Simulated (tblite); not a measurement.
Distances in Å between the heavy atoms of a computed structure (GFN2-xTB; lower triangle, same order across):
```
C1    0.00
C2    1.53  0.00
C3    2.50  1.51  0.00
C4    3.33  2.49  1.33  0.00
Si5   5.02  4.29  2.89  1.88  0.00
C6    6.13  5.45  4.31  3.01  1.92  0.00
F7    5.86  5.47  4.56  3.26  2.73  1.38  0.00
C8    3.28  2.51  1.50  2.50  3.32  5.10  5.57  0.00
F9    4.35  3.72  2.40  2.80  2.74  4.66  5.29  1.37  0.00
```

Hydrogens: 3 on C1, 2 on C2, 1 on C4, 2 on Si5, 2 on C6, 2 on C8.

Charge 0, singlet.

**Question.** Which heavy atoms are bonded, and with what formal order?

**Answer.** C1–C2 (single); C2–C3 (single); C3–C4 (double); C4–Si5 (single); Si5–C6 (single); C6–F7 (single); C3–C8 (single); C8–F9 (single).

**Question.** Give the structure as a SMILES string.

**Answer.** `CC/C(=C/[SiH2]CF)CF`, C6H12F2Si. Among its features: C=C double bond, C–F bond, Si–H bond and C–Si bond.

**Question.** Describe the place of each heavy atom.

**Answer.** C1: methyl carbon; C2: allylic carbon; C3: fully substituted alkene carbon; C4: alkene CH carbon; Si5: SiH2 silicon; C6: sp3 C–F carbon; F7: alkyl fluorine; C8: sp3 C–F carbon; F9: alkyl fluorine.

The values belong to the conformer `[CH3:1][CH2:2]/[C:3](=[CH:4]/[SiH2:5][CH2:6][F:7])[CH2:8][F:9]`: C1–C2–C3–C4 -92°, C3–C4–Si5–C6 175°, C4–Si5–C6–F7 56°, C2–C3–C8–F9 -167°.
